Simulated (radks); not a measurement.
Results of a calculation; reference values are marked as such.
Question: These are the eigenvalues of the occupied orbitals of an atom or ion with whole-number occupations (hartree). Level of theory: scalar-relativistic Kohn-Sham, LDA (Slater exchange, Perdew-Wang correlation), spin-polarised, spherical densities, finite nucleus; Fermi nuclear charge, rms radius of each element as measured or else 0.836 A^(1/3) + 0.57 fm (a radial shooting solver on a logarithmic mesh with Libxc functionals).

1s up: -67.28810
1s down: -67.28777
2s up: -6.95064
2s down: -6.95020
2p up: -5.36917
2p down: -5.36863
7p up: -0.18134

Which element is it, and in what charge state? The configuration may be excited. Open shells, if any, are filled with parallel spins first.

Answer: Z = 14, silicon, charge +3: Si3+ in [Ne] 7p1. The list shows which subshells hold electrons but not how many an open one holds; the 1s level, -67.288 hartree, gives Z - s = 11.6 by -(Z - s)^2/2, which with screening and relativity narrows Z to a few neighbours, and the depths of the outer levels then fix element, charge and occupations together.
